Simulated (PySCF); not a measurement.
FLi, charge -1, doublet, geometry from GFN2-xTB (such geometries of metal compounds can be far from the true shape) (a state made from the parent by changing its charge; the spin is typed, not shown lowest) (in this run its highest filled SCF level lies above zero, so its values depend strongly on the basis, on diffuse functions most of all). Base run: TPSS/def2-SVP run with PySCF.

Geometry (Å):
```xyz
2

Li     0.0000     0.0000    -1.3976
F      0.0000     0.0000     0.4659
```
Charge -1, spin multiplicity 2.
Orbitals are unrestricted.
All else is at PySCF's defaults.
Base energy -107.32414 Eh.

Each row names what was changed in the base input (with any setting that the change needs).

```tsv
change	ΔE vs base (µEh)	SCF cycles	<S^2>	outcome
base	0.0	10	0.750	converged
DIIS = ADIIS	0.0	18	0.750	converged
level_shift = 0.3 (with mf.max_cycle = 100)	0.0	30	0.750	converged
DIIS = EDIIS	-	50	-	not converged
solver = newton	0.0	-	0.750	converged
init_guess = mod_huckel	0.0	13	0.750	converged
diis = off; damp = 0.3 (with mf.diis_start_cycle = 200; with mf.max_cycle = 150)	-	150	-	not converged
damp = 0.5; diis_start_cycle = 5	0.0	13	0.750	converged
conv_tol = 1e-4	14.0	7	0.750	converged
conv_tol = 1e-7	0.0	9	0.750	converged
init_guess = atom	0.0	10	0.750	converged
init_guess = huckel	0.0	13	0.750	converged
init_guess = vsap	0.0	13	0.750	converged
```

Open shells are given as the SCF converged; they aren't shown to be the lowest states, and a large step between rows can be another state.
